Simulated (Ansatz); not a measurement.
# Cost against result

Saddle point of SiH₂SOF₂, singlet (SiH₂SOF₂ ([OH][Si]([F])([F])[SH]) → SiOF₂ ([O][Si]([F])[F]) + H₂S (still joined by a long Si–S bond); bonds formed: S2–H4; bonds broken: O3–H4; bonds weakened to dative contacts: Si1–S2), PBE0-D4/def2-TZVP structure:

```xyz
7
angstrom
Si -0.5339 0.2612 0.5857
S 1.0492 -0.9754 -0.6099
O -1.4945 0.2571 -0.6095
H -0.1776 -0.6334 -1.2660
F 0.2588 1.5404 1.0641
F -0.7718 -0.5798 1.8977
H 1.6699 0.1298 -1.0622
```

Barriers are electronic and count from the start structure reached by relaxing down the imaginary mode.

Ansatz 0.2.0; basis: as named in each row; cores frozen in the correlated methods. B3LYP uses VWN-RPA correlation. Extrapolation: Hartree–Fock as exp(−7.88 √X), correlation as X^−2.97.

Times are rough, for one single point on 4 threads of a shared host (AMD EPYC).

The estimate by CCSD(T) at an estimated basis limit (MP2 extrapolated from triple and quadruple zeta, plus CCSD(T) − MP2 in triple zeta) is 228.0 kJ/mol.

```json
{"method": "HF", "basis": "STO-3G", "time (s)": "under 1", "barrier (kJ/mol)": "456.0", "method less estimate": "228.1"}
{"method": "PBE-D4", "basis": "STO-3G", "time (s)": "1", "barrier (kJ/mol)": "229.3", "method less estimate": "1.3"}
{"method": "SPW92", "basis": "def2-SVP", "time (s)": "1", "barrier (kJ/mol)": "192.9", "method less estimate": "-35.1"}
{"method": "PBE-D4", "basis": "def2-SVP", "time (s)": "2", "barrier (kJ/mol)": "195.9", "method less estimate": "-32.0"}
{"method": "B3LYP-D4", "basis": "6-31G", "time (s)": "2", "barrier (kJ/mol)": "250.7", "method less estimate": "22.7"}
{"method": "PBE0-D4", "basis": "def2-SVP", "time (s)": "3", "barrier (kJ/mol)": "224.2", "method less estimate": "-3.8"}
{"method": "SPW92", "basis": "def2-TZVPP", "time (s)": "4", "barrier (kJ/mol)": "189.0", "method less estimate": "-39.0"}
{"method": "PBE-D4", "basis": "def2-TZVPP", "time (s)": "5", "barrier (kJ/mol)": "192.7", "method less estimate": "-35.2"}
{"method": "BLYP-D4", "basis": "def2-TZVPP", "time (s)": "5", "barrier (kJ/mol)": "194.9", "method less estimate": "-33.1"}
{"method": "wB97M-V", "basis": "def2-SVP", "time (s)": "7", "barrier (kJ/mol)": "230.2", "method less estimate": "2.2"}
{"method": "PBE0-D4", "basis": "def2-TZVPP", "time (s)": "7", "barrier (kJ/mol)": "219.5", "method less estimate": "-8.5"}
{"method": "CCSD(T)", "basis": "def2-SVP", "time (s)": "8", "barrier (kJ/mol)": "231.1", "method less estimate": "3.2"}
{"method": "B3LYP-D4", "basis": "def2-TZVPP", "time (s)": "8", "barrier (kJ/mol)": "217.0", "method less estimate": "-11.0"}
{"method": "r2SCAN-D4", "basis": "def2-TZVPP", "time (s)": "8", "barrier (kJ/mol)": "212.0", "method less estimate": "-16.0"}
{"method": "BHLYP-D4", "basis": "def2-TZVPP", "time (s)": "8", "barrier (kJ/mol)": "245.4", "method less estimate": "17.4"}
{"method": "CAM-B3LYP-D4", "basis": "def2-TZVPP", "time (s)": "10", "barrier (kJ/mol)": "226.4", "method less estimate": "-1.5"}
{"method": "RPA on PBE", "basis": "def2-TZVPP", "time (s)": "11", "barrier (kJ/mol)": "220.1", "method less estimate": "-7.8"}
{"method": "r2SCAN0-D4", "basis": "def2-TZVPP", "time (s)": "12", "barrier (kJ/mol)": "230.5", "method less estimate": "2.5"}
{"method": "B2PLYP", "basis": "def2-TZVPP", "time (s)": "12", "barrier (kJ/mol)": "220.1", "method less estimate": "-7.9"}
{"method": "PBE-QIDH", "basis": "def2-TZVPP", "time (s)": "12", "barrier (kJ/mol)": "231.2", "method less estimate": "3.2"}
{"method": "B97M-V", "basis": "def2-TZVPP", "time (s)": "14", "barrier (kJ/mol)": "222.7", "method less estimate": "-5.2"}
{"method": "wB97X-V", "basis": "def2-TZVPP", "time (s)": "14", "barrier (kJ/mol)": "228.8", "method less estimate": "0.8"}
{"method": "wB97M-V", "basis": "def2-TZVPP", "time (s)": "15", "barrier (kJ/mol)": "225.6", "method less estimate": "-2.4"}
{"method": "MP2", "basis": "def2-QZVPP", "time (s)": "30", "barrier (kJ/mol)": "221.5", "method less estimate": "-6.4"}
{"method": "CCSD(T)", "basis": "def2-TZVPP", "time (s)": "150", "barrier (kJ/mol)": "227.9", "method less estimate": "-0.1"}
```

All methods are single points on the PBE0-D4 structures.

No T1 diagnostic of these runs exceeds 0.015.

Labels in which every atom is bracketed show which atoms are joined, not bond orders.
